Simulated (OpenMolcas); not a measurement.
Pt6+ in a point-charge field

Pt6+ among 6 point charges of -0.85 e arranged as a tetragonal octahedron (D4h), 2.23 Å from the ion, with the axial distance 1.985 Å.

```yaml
Program: OpenMolcas 26.06
Method: CASSCF
Basis: ANO-RCC-VTZP [8s7p5d3f1g]
Scalar_Hamiltonian: DKH2, point nucleus
Active_space: 4 electrons in 5 orbitals (5d)
State_averaging: 2S+1 = 5 even, 5 roots; 2S+1 = 3 even, 45 roots; 2S+1 = 1 even, 50 roots
Spin-orbit_coupling: state interaction with AMFI integrals over the reference wave functions
```

The lowest spin-free states (labels of D4, the rotations of D4h), above the lowest:

```
State  Degeneracy  E (cm-1)  Free-ion L (%)
  5A1           1       0.0         D (100)
  5B1           1      2541         D (100)
   5E           2      2806         D (100)
  5B2           1      4136         D (100)
  3A2           1     21147          H (81)
   3E           2     21476          H (87)
  3A1           1     21716          H (93)
  3B1           1     22600          H (96)
  3B2           1     23086          H (80)
   3E           2     23369          H (90)
   3E           2     23766          H (78)
  3A2           1     23791          H (71)
  3A2           1     24943          F (36)
   3E           2     25326          P (43)
  3B1           1     25494          F (95)
   3E           2     26245          F (87)
  3B2           1     26505          F (79)
  3A1           1     26849          G (97)
   3E           2     27521          F (68)
  3A2           1     28089          G (65)
```

The lowest levels with spin-orbit coupling:

```csv
E (cm-1),Degeneracy,Label,2S+1,g
0.0,1,A1,5 (62 %),
6556,2,E,5 (84 %),0.00 0.00 3.30
7767,1,A2,5 (83 %),
12059,1,B1,5 (90 %),
12306,1,B2,5,
12627,1,A1,5 (90 %),
13299,2,E,5,0.00 0.00 2.43
16374,1,B1,5 (85 %),
16973,1,B2,5 (81 %),
17007,2,E,5 (83 %),0.00 0.00 3.02
17616,1,A2,5 (83 %),
17650,2,E,5 (81 %),0.00 0.00 7.98
19295,1,A1,5 (65 %),
19577,2,E,5 (65 %),0.00 0.00 0.84
19711,1,B1,5 (62 %),
20071,2,E,5 (58 %),0.00 0.00 6.65
20109,1,B2,5 (62 %),
20274,1,A1,5 (56 %),
20310,1,A2,5 (57 %),
27558,1,A1,3 (50 %),
```

Powder χT (cm3 K/mol): 0 at 2 K, 0.00116 at 10 K, 0.00578 at 50 K, 0.0116 at 100 K, 0.0231 at 200 K, 0.0347 at 300 K. The effective moment at 300 K is 2.828 √(χT) = 0.53 μB.

Spin-orbit coupling mixes the spin-free states strongly: the lowest level takes only 24 % from its leading state, 5E, which lies 2806 cm-1 above the lowest spin-free state. Without dynamic correlation the repulsion within the d shell is too large (B by tens of per cent), so at a given field states of lower spin stand too high. Point charges give a weaker field than real ligands, and real ions of this kind are as a rule low spin; the high spin found here belongs to the model. The ground term spreads over less than 5000 cm-1, several times less than with real ligands, so orbital moments are less quenched and χT lies further from the spin-only value than at real sites. This is an electrostatic model: the charges have no orbitals. No measured value stands beside these numbers.

With an even number of electrons the g values are those of a degenerate or nearly degenerate non-Kramers pair.
